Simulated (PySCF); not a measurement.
**Computed properties of B(CF3)(H)(OH) (CH2BF3O), SMILES OBC(F)(F)F**

CH2BF3O, SMILES OBC(F)(F)F. The structure is a stationary point at PBE0-D3(BJ)/def2-SVP. The structure was generated by enumeration, and PubChem lists no compound with its InChIKey, so it may never have been made. One conformer was computed; it need not be the lowest. All values are computed for the isolated molecule unless a solvent is named; none is compared with measurement here.

**Structure.** The optimised structure has Cs symmetry. All 18 harmonic modes at PBE0-D3(BJ)/def2-SVP (PySCF) are real, so it is a minimum. With heavy atoms numbered as in [BH:1]([C:2]([F:3])([F:4])[F:5])[OH:7], the shortest bond between them is B1–O7 at 1.333 Å and the longest B1–C2 at 1.611 Å.

**Vibrations.** The strongest infrared lines (harmonic, unscaled, degenerate partners summed) lie at 1163 cm⁻¹ (321 km/mol, H 49 %, C 23 %, B 12 %, F 8 %), 1202 cm⁻¹ (256 km/mol, C 72 %, F 27 %), 1196 cm⁻¹ (156 km/mol, C 62 %, H 20 %, F 17 %). The softest mode is at 70 cm⁻¹ and the zero-point energy is 27.1 kcal/mol.

**Electronic structure.** ωB97X/def2-TZVP (PySCF) places the frontier levels at -12.05 and 1.18 eV, a gap of 13.23 eV, and gives a dipole moment of 1.24 D and a mean polarisability of 31.0 bohr³. PBE/def2-TZVP (PySCF) at the same geometry gives -7.88 and -2.16 eV, so its gap is 7.51 eV narrower. An orbital gap is neither the optical nor the fundamental gap.

**Excitations.** TDA-B3LYP/def2-SVPD (PySCF) has S1 at 6.53 eV (190 nm, f = 0.000, dark); the most intense of the 10 singlets computed lies at 9.38 eV (f = 0.15). T1 (TDA) is at 5.88 eV, 0.65 eV under S1. TDA-PBE/def2-SVPD (PySCF) puts S1 at 6.02 eV. No vertical singlet excitation falls in the visible range (under 3.1 eV).

**NMR.** GIAO shifts at KT2/pcSseg-1 (PySCF) (non-relativistic, atoms alike by connectivity averaged): ¹³C at 129.7 ppm against TMS; ¹H from 5.2 to 7.1 ppm against TMS; ¹⁹F at -124.7 ppm against CFCl3; ¹¹B at 23.9 ppm against BF3.
